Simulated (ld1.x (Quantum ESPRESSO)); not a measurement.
## Which change was made? (B, TM)

- Element: boron (B)
- Generator: ld1.x (Quantum ESPRESSO) 7.5
- Type: norm-conserving Troullier–Martins (Kleinman–Bylander form)
- Functional: PBEsol
- Relativity: scalar-relativistic
- Frozen core: [He]
- Valence charge: 3
- Reference configuration: 2s1.5 2p1.5
- Partial waves: 2s (bound): rc 1.70 bohr; 2p (bound): rc 2.05 bohr; 3d channel at 0.45 Ry: rc 2.10 bohr
- Local potential: the d channel
- Core correction: a·sin(br)/r model core inside 0.95 bohr

Cutoffs, loose and tight: the cutoffs (Ry, on a coarse ladder) from which the occupation-weighted sum of valence levels, in a spherical-Bessel basis at the reference potential, stays within 10 and 1 mRy of its value at 400 Ry. They do not see the model core or the augmentation charge, which bear on the density cutoff. Test errors are all-electron minus pseudo excitation energies from the reference, over the configurations 2s2 2p1; 2s2 2p0; 2s1 2p0; 2s2 2p0.5; 2s1 2p1; 2s1 2p2; 2s0 2p3; variants that change the core or the reference have their own tests.

The base gives: outcome: generated; cutoff, loose: 21 Ry; cutoff, tight: 40 Ry; bound ghosts: none; largest test error (meV): +96.

(1) After one change the result is: outcome: generated; cutoff, loose: 21 Ry; cutoff, tight: 30 Ry; bound ghosts: none; largest test error (meV): +128. Which change was it?
A. wave 2s (bound): rc 1.70 bohr becomes 2s (bound): rc 2.44 bohr
B. reference 2s2 2p1
C. wave 2p (bound): rc 2.05 bohr becomes 2p (bound): rc 2.32 bohr

Results:

(1) A. The others give: reference 2s2 2p1 → outcome: generated; cutoff, loose: 21 Ry; cutoff, tight: 40 Ry; bound ghosts: none; largest test error (meV): +69 | wave 2p (bound): rc 2.05 bohr becomes 2p (bound): rc 2.32 bohr → outcome: generated; cutoff, loose: 18 Ry; cutoff, tight: 40 Ry; bound ghosts: none; largest test error (meV): +142.
